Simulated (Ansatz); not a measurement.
Cost and result for the atomization energy of `O[SiH]1C=C1[SiH3]` (11 atoms, 11 bonds).

Cartesian coordinates in Å:
```
O 0.086 -2.417 -1.390
Si -0.521 -1.555 -0.137
C -1.377 0.002 -0.280
C -0.127 0.175 0.210
Si 0.919 1.605 0.737
H 0.324 -1.934 -2.183
H -0.794 -2.553 0.910
H -2.168 0.709 -0.515
H 0.181 2.892 0.614
H 1.341 1.417 2.150
H 2.136 1.660 -0.115
```

Charge 0, multiplicity 1. The structure was optimised at the PBE0-D4/def2-TZVP level. It is one conformer, not always the lowest. Program: Ansatz. All runs use 4 threads of an Arm Neoverse V1 on a shared host. Times are those of one run each, without the atoms' runs, and a repeat can differ threefold. Electronic energies, without spin–orbit coupling; frozen cores. CCSD(T)/CBS adds CCSD(T) − MP2 in def2-TZVPP to the MP2 limit, and its time is that of the two runs behind it. T1 = 0.012. B3LYP takes the VWN-RPA correlation (the form of Gaussian; ORCA's B3LYP/G).

CCSD(T)/CBS is a level of theory with its own doubt, some kJ/mol a heavy atom from the limit and from the frozen cores, so smaller differences don't rank the functionals.

| level | functions | wall time |
| --- | --- | --- |
| PBE-D4/def2-TZVPP (with forces) | 261 | 2.9 s |
| PBE0-D4/def2-TZVPP | 261 | 3.7 s |
| r2SCAN-D4/def2-TZVPP (with forces) | 261 | 5.5 s |
| B3LYP-D4/def2-TZVPP (with forces) | 261 | 6 s |
| B2PLYP/def2-TZVPP | 261 | 6.5 s |
| ωB97X-V/def2-TZVPP | 261 | 9.5 s |
| ωB97M-V/def2-TZVPP (with forces) | 261 | 14 s |
| MP2/def2-QZVPP | 491 | 26 s |
| CCSD(T)/def2-TZVPP | 261 | 2.7 min |
| CCSD(T)/CBS(def2) | – | 3.1 min |

(1) What atomization energy does each give, and how far from CCSD(T)/CBS? (Estimate.)

## Answers

(1) The calculation gave: 
```tsv
level	atomization (kJ/mol)	difference from CCSD(T)/CBS	per bond
PBE-D4/def2-TZVPP (with forces)	4116.8	45.6	4.1
PBE0-D4/def2-TZVPP	4054.9	-16.3	-1.5
r2SCAN-D4/def2-TZVPP (with forces)	4077.6	6.4	0.6
B3LYP-D4/def2-TZVPP (with forces)	4053.1	-18.1	-1.6
B2PLYP/def2-TZVPP	4016.4	-54.8	-5.0
ωB97X-V/def2-TZVPP	4083.8	12.6	1.1
ωB97M-V/def2-TZVPP (with forces)	4079.2	8.0	0.7
MP2/def2-QZVPP	4097.1	25.9	2.3
CCSD(T)/def2-TZVPP	3955.0	-116.2	-10.6
CCSD(T)/CBS(def2)	4071.2	0.0	0.0
```

In def2-TZVPP, CCSD(T) changes the Hartree–Fock value by +987.6 kJ/mol (the triples alone add +63.8 kJ/mol) and MP2 by +1060.1 kJ/mol; breaking electron pairs costs correlation energy, which Hartree–Fock lacks. From PBE to PBE0 (25 % exact exchange), in def2-TZVPP and without D4, the atomization energy moves by −58.2 kJ/mol: exact exchange takes away binding that semilocal exchange gives to molecules. The D4 term adds +40.4 kJ/mol with B3LYP and +21.2 kJ/mol with PBE0; it sums over pairs of atoms, weighted by their polarisabilities, and B3LYP, whose exchange is more repulsive, gets the larger term.
